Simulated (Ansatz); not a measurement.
`CB[SiH2]OC` + `O[SiH2]O[SiH](O)O` → `CO[SiH2]O[SiH](O)O` + `CB[SiH2]O`  (redistribution)

Gas-phase electronic energies from Ansatz, PBE0-D4/def2-TZVP geometries. CBS: MP2 limit from def2 TZ/QZ plus the TZ coupled-cluster correction, frozen cores. Functionals use def2-TZVPP. One conformer a species, not always the lowest.

```csv
level,ΔE (kJ/mol)
PBE-D4,0.7
PBE,0.0
```

What does CCSD(T)/CBS give? (Best estimate.)

Computed: +0.5 kJ/mol. The listed levels differ from it by 0.2, -0.5 kJ/mol.

Largest T1 diagnostic among the species: 0.012.

CCSD(T)/CBS has its own doubt, a few kJ/mol and more with outer-core shells, so smaller differences from it don't rank the levels.
